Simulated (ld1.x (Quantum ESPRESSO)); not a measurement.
u(r) = r·R(r): atom against pseudo-atom (Tc (Z = 43))

Columns: radius, all-electron u(r) and pseudo u(r) of the 5s shell (level -4.60 eV) of technetium in the configuration [Ar] 3d10 4s2 4p6 4d5.5 5s1.5 5p0; PBE, scalar-relativistic, TM semilocal scheme, ld1.x (Quantum ESPRESSO) 7.5.

```csv
r (bohr),all-electron,pseudo
0.148,-0.0553,0.0146
0.295,0.1715,0.0298
0.443,0.0556,0.0467
0.590,-0.1449,0.0659
0.738,-0.2608,0.0885
0.885,-0.2687,0.1151
1.033,-0.1984,0.1472
1.180,-0.0871,0.1849
1.328,0.0386,0.2291
1.475,0.1601,0.2789
1.623,0.2697,0.3334
1.770,0.3621,0.3897
1.918,0.4379,0.4452
2.065,0.4966,0.4954
2.213,0.5408,0.5377
2.360,0.5718,0.5696
2.508,0.5918,0.5909
2.655,0.6023,0.6021
2.802,0.6049,0.6049
2.950,0.6012,0.6012
3.098,0.5921,0.5921
3.245,0.5790,0.5790
3.393,0.5624,0.5624
3.540,0.5435,0.5435
3.688,0.5226,0.5226
3.835,0.5007,0.5007
```

Question: How many radial nodes do the two functions have?

Answer: The all-electron 5s function has n − l − 1 = 4 (the table is too coarse to show those close to the nucleus); the pseudo-wave has 0, since the states of the same l below it are removed with the core.

Question: At about which radius was the pseudo-wave matched?

Answer: 2.95 bohr. The columns agree to 0.0005 from 2.65 bohr on; several derivatives are matched, so the curves merge somewhat inside the radius.

Question: Is the pseudo-wave norm-conserving?

Answer: Yes: the TM semilocal scheme keeps the norm inside the radius equal to the all-electron one, which fixes the energy derivative of the logarithmic derivative at the level.
